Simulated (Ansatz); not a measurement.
Reaction (formal exchange of groups at a B–Sb bond): `N[B]([SiH3])[SbH2]` + GeH₄ → `N[B]([SiH3])[GeH3]` + `[SbH3]`

Program: Ansatz. Geometries: PBE0-D4/def2-TZVP. ΔE: electronic, gas phase. CBS: MP2 limit from def2 TZ/QZ plus the TZ coupled-cluster correction, frozen cores. Functionals use def2-TZVPP. def2 core potentials past Kr. For Ge, Sb outer-core shells are correlated without core-valence functions, which leaves a few kJ/mol of doubt a bond. Scalar relativity is left out up to krypton. One conformer a species, not always the lowest.

```tsv
level	ΔE (kJ/mol)
B2PLYP	10.9
CCSD/def2-TZVPP	9.3
MP2/CBS(def2)	21.4
CCSD/CBS(def2)	13.1
```

Problem. What does CCSD(T)/CBS give? (Best estimate.)

Solution. The calculation gave: +14.1 kJ/mol. The listed levels differ from it by -3.2, -4.8, 7.3, -1.0 kJ/mol.

Largest T1 diagnostic among the species: 0.014.

The D4 term adds +3.0 kJ/mol with B3LYP and +1.6 kJ/mol with PBE0; it sums over pairs of atoms, weighted by their polarisabilities, and B3LYP, whose exchange is more repulsive, gets the larger term.

B3LYP here is the variant with VWN-RPA as its local correlation; programs differ in this.
